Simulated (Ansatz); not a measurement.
The cluster CuH₂. Charge 0, multiplicity 2. Geometry PBE-D4/def2-TZVP; atoms count from 1.

```
atom   x (Å)   y (Å)   z (Å)
 Cu1  -0.201   0.069  -0.426
  H2   0.799  -1.078  -0.283
  H3  -0.599   1.009   0.709
```

The structure comes from a short search, and lower isomers may exist.

(1) Estimate the Mulliken populations from the PBE0/def2-TZVP orbitals of Ansatz.

(2) Where does the spin sit?

Answers

(1) 
```json
{"atom": "Cu1", "charge (e)": "0.15", "spin (α − β)": "0.33", "d electrons": "9.62"}
{"atom": "H2", "charge (e)": "-0.08", "spin (α − β)": "0.34", "d electrons": "–"}
{"atom": "H3", "charge (e)": "-0.08", "spin (α − β)": "0.34", "d electrons": "–"}
```
Mulliken values and Mayer orders depend strongly on the basis.

(2) Summed by element: Cu 0.33, H 0.67, of 1 unpaired in all. Largest on single atoms: H2 0.34, H3 0.34, Cu1 0.33.
